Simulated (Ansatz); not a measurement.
```yaml
crystal:
  periodic: [false, false, false]
  atoms:
    - {symbol: C, position_ang: [-1.013298, 1.059934, -0.051723]}
    - {symbol: C, position_ang: [0.205382, 0.623975, -0.368194]}
    - {symbol: In, position_ang: [0.870873, -1.315349, 0.226797]}
    - {symbol: H, position_ang: [-1.715840, 0.454725, 0.516961]}
    - {symbol: H, position_ang: [-1.375004, 2.045115, -0.343688]}
    - {symbol: H, position_ang: [0.847717, 1.291968, -0.939729]}
    - {symbol: H, position_ang: [2.443032, -1.901996, -0.168017]}
    - {symbol: H, position_ang: [-0.262862, -2.258372, 1.127603]}
basis:
  gaussian: {orbitals: x2c-TZVPPall}
total_charge: 3
magnetization: {spin_polarized: true, initial_magnetization: 1}
hamiltonian: {xc: {name: revPBE}, dispersion: d3bj}
```

```sh
$ ansatz run in.yaml --threads 4 --pin off --events-out ev --progress --plain --max-ram 10444MiB
```

It prints (some lines left out):

```
Functional definition: revPBE
1208 factors; their error is unknown
mean field evaluation 1: about -162028.1960 eV, gradient 1.2e2 eV
mean field evaluation 2: about -161385.8874 eV, gradient 2.1e2 eV
mean field evaluation 4: about -162111.3392 eV, gradient 6.4e1 eV
mean field evaluation 8: about -162134.9721 eV, gradient 6.6e0 eV
mean field evaluation 16: about -162135.2759 eV, gradient 3.4e-1 eV
mean field evaluation 32: about -162135.2762 eV, gradient 3.0e-5 eV
mean field -162135.27617996 eV, -5958.3615003760 hartree, gradient 1.5e-5 eV, S^2 1.767851; 6 other end points of the search recorded, 0 dependent functions left out
reference -162135.27623708 eV, -5958.3615024751 hartree; 32, 31 occupied and 160, 161 virtual orbitals, 1208 factors
Total energy: -162135.59953322 eV, -5958.3733833894 hartree
Relativity: scalar
```

In this input the charge is far from anything that the molecule holds. The run converged. The result belongs to that input, not to the molecule as meant.
